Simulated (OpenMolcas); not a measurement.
**Pd4+ in octahedral coordination: ligands and hosts compared**

```yaml
Program: OpenMolcas 26.06
Method: CASSCF
Active_space: 6 electrons in 5 orbitals (4d)
Spin-orbit_coupling: RASSI with atomic mean-field integrals over the reference wave functions
```

Distances were set from a Shannon-type radius of the metal (high-spin where two are listed) plus a fixed donor radius (F 1.31, H2O 1.36 Å), in hosts weighted 0.65 to 0.35 with the host's distance in the model lattice. Anionic complexes are neutralised by point charges, and hosts are embedded clusters. Ligand basis ANO-RCC-VDZP. States (labels of the rotation group of each site). Energies in cm-1 above the lowest state or level, χT in cm3 K/mol; 10Dq and B are least-squares fits to the states below 45000 cm-1, weighted by degeneracy, with a free offset, and given where the rms deviation is under 5 % of |10Dq| (or 100 cm-1) and under 700 cm-1.

```csv
Ligand or host,R (Å),Metal basis,Outer charge (e at Å behind ligand),Ground state,First state of that spin,10Dq,B (rms of fit),First gap with spin-orbit (degeneracies),χT at 300 K,First state of another spin
F,1.93,ANO-RCC-VTZP,0.33 at 3.2,1A1,1T1 23411,25439,752 (386),"16894 (1, 2)",0.019,3T1 17469
K2NaGaF6,1.929,ANO-RCC-VTZP,,1A1,1T1 25154,,,"18934 (1, 2)",0.015,3T1 19482
H2O,1.98,ANO-RCC-VTZP,,1A1,1T1 25440,26612,770 (483),"19239 (1, 2)",0.015,2S+1 = 3: 19708
Cs2GeF6,1.883,ANO-RCC-VTZP,,1A1,1T1 27602,,,"21327 (1, 2)",0.014,3T1 21877
```

The rows also differ in their outer charges, so part of each step comes from that.

The first state of the same spin rises in the order F < K2NaGaF6 < H2O < Cs2GeF6, by a factor of 1.18 from first to last.

Against the free ion in the same method and basis, β = B / B(free) is 752 / 1038 = 0.72 for F, 770 / 1038 = 0.74 for H2O.

Without dynamic correlation the repulsion within the d shell is too large (B by tens of per cent), so at a given field states of lower spin stand too high. With metal d orbitals alone the field can be off either way by tens of per cent. Ligand-to-metal charge-transfer states are missing. With no ligand orbital active B as a rule stays too high, so bands that hang on it stand too high and its fall with covalency is understated. The least metal-like active orbital is 67 % on the metal (Löwdin) and no ligand orbital is active, so the numbers are rough, and ground spin, moment and any spin crossover can be artefacts of this space; highly charged d ions in such sites are as a rule low spin (holds for F). The least metal-like active orbital is 65 % on the metal (Löwdin) and no ligand orbital is active, so the numbers are rough, and ground spin, moment and any spin crossover can be artefacts of this space; highly charged d ions in such sites are as a rule low spin (holds for K2NaGaF6). The least metal-like active orbital is 68 % on the metal (Löwdin) and no ligand orbital is active, so the numbers are rough, and ground spin, moment and any spin crossover can be artefacts of this space; highly charged d ions in such sites are as a rule low spin (holds for H2O). The least metal-like active orbital is 66 % on the metal (Löwdin) and no ligand orbital is active, so the numbers are rough, and ground spin, moment and any spin crossover can be artefacts of this space; highly charged d ions in such sites are as a rule low spin (holds for Cs2GeF6). No measured value stands beside these numbers; the geometry was imposed, not optimised, and the real ion may take another.

A state without a sure symmetry label is named by its multiplicity alone.
